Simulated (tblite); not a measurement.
C6H11OS (charge -1).
Geometry (GFN2-xTB, Å), atoms numbered from 1 in this order:
```xyz
19
C6H11OS angstrom
C      2.1292    0.4788    0.1281
C      0.6537    0.1731    0.3914
S      0.3413    0.2352    2.1803
C      0.3018   -1.2142   -0.1681
C     -1.1969   -1.4538   -0.0359
O     -1.9555   -0.4832   -0.7307
C     -1.6935    0.8014   -0.2003
C     -0.2285    1.1942   -0.3438
H      2.3618    0.4519   -0.9423
H      2.3721    1.4658    0.5188
H      2.7504   -0.2516    0.6443
H      0.5923   -1.2772   -1.2256
H      0.8374   -1.9836    0.3928
H     -1.4515   -1.4255    1.0340
H     -1.4881   -2.4224   -0.4578
H     -1.9456    0.8173    0.8703
H     -2.3499    1.4907   -0.7433
H      0.0409    1.2258   -1.4082
H     -0.0811    2.1866    0.0886
```

Calculated harmonic vibrations of the isolated species, GFN2-xTB (tblite), most abundant isotopes, no scaling. Against measured fundamentals such values can be off by several per cent, at times by over 20. One conformer, not necessarily the lowest.

Harmonic wavenumbers (cm⁻¹): 140.0, 170.3, 216.3, 257.3, 264.7, 340.7, 361.1, 397.2, 443.5, 455.4, 589.4, 623.1, 815.2, 825.6, 906.2, 922.5, 987.9, 995.1, 1014.2, 1030.6, 1066.4, 1107.2, 1110.8, 1147.0, 1157.8, 1175.2, 1227.5, 1230.6, 1281.7, 1307.1, 1329.0, 1334.2, 1352.5, 1394.0, 1448.3, 1458.1, 1464.9, 1475.6, 1495.1, 1509.8, 2867.8, 2868.8, 2876.7, 2883.3, 2905.8, 2919.3, 2920.5, 2966.7, 2967.1, 3007.6, 3016.2.

A = 2504, B = 1433, C = 1377 MHz; mass 131.053 u (most abundant isotopes); point group Cs, symmetry number 1.

What is the zero-point energy?

½Σν̃ = 35014 cm⁻¹ = 418.86 kJ/mol.

Give the ideal-gas entropy at 400 K and 1 bar in the rigid-rotor, harmonic-oscillator model (classical rotation).

Translation 175.77, rotation 123.19, vibration 112.47: S = 411.4 J/(mol K).

And Cp and H(400 K) − H(0)?

Cp = 182.96 J/(mol K), of which vibrations give 149.70 (their classical limit is 51 R = 424.0); H(400 K) − H(0) = 40.19 kJ/mol without the zero-point energy, 26.89 from vibrations.

Which modes carry the vibrational entropy at 400 K?

140.0 cm⁻¹: 14.11; 170.3 cm⁻¹: 12.52; 216.3 cm⁻¹: 10.61; 257.3 cm⁻¹: 9.25; 264.7 cm⁻¹: 9.03; 340.7 cm⁻¹: 7.13 J/(mol K); the other 45 give 49.83 together.

Blend soft modes into free rotors: weight 1/[1 + (100 cm⁻¹/ν̃)⁴] for the oscillator and the rest for a rotor with moment μB/(μ + B), μ = h/(8π²ν), B = 10⁻⁴⁴ kg m². What vibrational entropy results?

111.83 J/(mol K) in place of 112.47, which changes −T·S at 400 K by +0.26 kJ/mol.

How do the functions run with temperature in this model?

```tsv
T (K)	S (J/(mol K))	Cp (J/(mol K))	H − H(0) (kJ/mol)	G − H(0) (kJ/mol)	ln q(vib)
150	291.8	79.8	7.62	-36.15	0.95
250	341.6	119.0	17.54	-67.87	2.57
298.15	364.3	139.4	23.76	-84.86	3.45
600	499.7	253.3	84.22	-215.61	9.64
900	616.5	321.4	171.30	-383.53	16.05
```

q(vib) and H(0) count from the zero-point level.

Hindered rotation and anharmonicity are outside this model. Other conformers, if any are populated, would add a mixing term that is left out.
